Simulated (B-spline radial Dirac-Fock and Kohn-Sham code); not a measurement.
What relativity does to the binding energies of Ba⁶⁺

System: Ba⁶⁺, [Kr] 4d10 5s2 5p2.

Both columns are ΔSCF binding energies of the configuration average from a B-spline atomic structure program: non-relativistic Hartree-Fock with a point nucleus, and Dirac-Fock with a finite nucleus and the Coulomb interaction alone, averaged over the two j levels with weights 2j+1.

```
shell  Hartree-Fock (eV)  Dirac-Fock (eV)  shift (eV)  shift (%)
   1s            35985.8          37662.5    +1676.70      +4.66
   2s             5675.5           6094.1     +418.69      +7.38
   2p             5343.0           5469.0     +126.02      +2.36
   3s             1289.3           1381.2      +91.96      +7.13
   3p             1146.1           1175.4      +29.31      +2.56
   3d              882.3            870.7      -11.55      -1.31
   4s              325.1            345.0      +19.89      +6.12
   4p              270.3            275.6       +5.25      +1.94
   4d              174.1            171.1       -3.05      -1.75
   5s              98.24            102.1       +3.86      +3.93
   5p              83.92            84.75       +0.84      +1.00
```

Relativity binds 1s, 2s, 2p, 3s, 3p, 4s, 4p, 5s, 5p more strongly, among those listed most of all 2s in relative terms, and 3d, 4d more weakly, because the contracted s and p shells screen the nucleus better.

Values without a named source are computed, but for edge energies of neutral atoms, which are taken from tables.
